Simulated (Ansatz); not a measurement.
H3O2, charge +1, singlet, geometry from GFN2-xTB; CAM-B3LYP/6-31G* (Ansatz, an electronic-structure program).

Here is a job for Ansatz.
Ansatz 0.2 input:
```yaml
crystal:
  periodic: [false, false, false]
  atoms:
    - {symbol: O, position_ang: [0.13464923, 0.56165021, -0.32045018]}
    - {symbol: O, position_ang: [-0.15653641, -0.64820873, 0.35880197]}
    - {symbol: H, position_ang: [1.08363793, 0.77080803, -0.07973702]}
    - {symbol: H, position_ang: [-0.42483443, -1.31694617, -0.30866757]}
    - {symbol: H, position_ang: [-0.48370607, 1.23860633, 0.08159027]}
basis:
  gaussian:
    orbitals: 6-31G*
    fitting: {mean_field: cc-pVTZ-JKFIT}
hamiltonian:
  xc: cam_b3lyp
total_charge: 1
```

It wrote (shortened):

```
Functional definition: CAM-B3LYP
248 factors; integrals over basis functions are off by at most 1.6e-2 eV
248 factors; integrals over basis functions are off by at most 3.4e-7 eV
mean field evaluation 1: about -4122.6367 eV, gradient 6.1e1 eV
mean field evaluation 2: about -4123.6799 eV, gradient 5.9e1 eV
mean field evaluation 4: about -4129.2349 eV, gradient 7.5e-1 eV
mean field evaluation 8: about -4129.2358 eV, gradient 9.0e-3 eV
mean field -4129.23576860 eV, -151.7466155996 hartree, gradient 3.3e-5 eV, S^2 0.000000; 0 other end points of the search recorded, 0 dependent functions left out
reference -4129.23582087 eV, -151.7466175203 hartree; 9, 9 occupied and 27, 27 virtual orbitals, 248 factors
Total energy: -4129.23582087 eV, -151.7466175203 hartree
```
